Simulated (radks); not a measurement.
The numbers below are computed, except where a source is named.
The mean radii <r> (bohr) of the occupied orbitals of an atom or ion are listed with their occupations. Code: a radial shooting solver on a logarithmic mesh with Libxc functionals. Model: non-relativistic Kohn-Sham, exchange-only B88, spin-polarised, spherical densities, point nucleus.

orbital  occ.      <r>
1s up       1  0.04129
1s down     1  0.04129
2s up       1   0.1823
2s down     1   0.1823
2p up       3   0.1569
2p down     3   0.1569
3s up       1   0.5221
3s down     1   0.5221
3p up       3   0.5238
3p down     3   0.5238
3d up       5   0.5239
3d down     5   0.5239
4s up       1    1.486
4s down     1    1.484
4p up       3    1.748
4p down     3    1.734
5s up       1    5.393

Name the element and its charge. Open shells, if any, are filled with parallel spins first.

Answer. Z = 37, rubidium, charge 0: Rb in [Kr] 5s1. The 1s radius gives Z: for a bare nucleus <r> = 1.5/Z, 0.04054 bohr for Z = 37, and screening makes it slightly larger (0.04129 here). The occupations add up to 37, and the charge is Z minus that.
